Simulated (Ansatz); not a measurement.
The cluster Sn₃ was relaxed with PBE0-D4 (def2-SVP) in Ansatz in these states: neutral quintet, neutral triplet. The geometries follow in no particular order.

In the def2 sets Sn takes a core potential; there is no spin–orbit coupling.

A:

```xyz
3

Sn   -0.130   -0.263    1.614
Sn   -1.348    0.234   -0.904
Sn    1.478    0.029   -0.710
```

B:

Cartesian coordinates in Å:
```
Sn -1.478 1.033 -0.206
Sn 0.560 -0.765 -1.322
Sn 0.918 -0.268 1.528
```

Question: Judge from the bond lengths which geometry belongs to which state (an estimate).

Answer: A is the neutral triplet (Sn1–Sn2 2.841 Å, Sn2–Sn3 2.841 Å); B is the neutral quintet (Sn1–Sn2 2.938 Å, Sn2–Sn3 2.915 Å).

At PBE0-D4/def2-TZVP a triplet lies 1.32 eV below the neutral quintet. These are the stationary points nearest to one start from a short search; other shapes may lie lower in each state.
